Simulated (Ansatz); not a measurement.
Reaction (cleavage of the B–Si bond): `N[SiH2]B(O)Cl` + HCl → `OB(Cl)Cl` + `N[SiH3]`

Isolated molecules relaxed with PBE0-D4/def2-TZVP in Ansatz; ΔE leaves out vibrations. CBS: MP2 limit from def2 TZ/QZ plus the TZ coupled-cluster correction, frozen cores. This one scheme is used for every species. DFT in def2-TZVPP. B3LYP here is the variant with VWN-RPA as its local correlation; programs differ in this. Each species was taken in one conformer, which may not be the lowest.

| level | ΔE (kJ/mol) |
| --- | --- |
| ωB97X-V | -97.3 |
| B3LYP | -100.0 |

(1) What does CCSD(T)/CBS give? (Estimate.)

Largest T1 diagnostic among the species: 0.012.

Results:

(1) The calculation gave: -94.8 kJ/mol. The listed levels differ from it by -2.5, -5.2 kJ/mol.

In def2-TZVPP, CCSD(T) changes the Hartree–Fock value by +13.6 kJ/mol (the triples alone add +1.0 kJ/mol) and MP2 by +4.7 kJ/mol. The D4 term adds +4.1 kJ/mol with B3LYP and +2.7 kJ/mol with PBE0; it sums over pairs of atoms, weighted by their polarisabilities, and B3LYP, whose exchange is more repulsive, gets the larger term. From PBE to PBE0 (25 % exact exchange), in def2-TZVPP and without D4, ΔE moves by −3.9 kJ/mol.
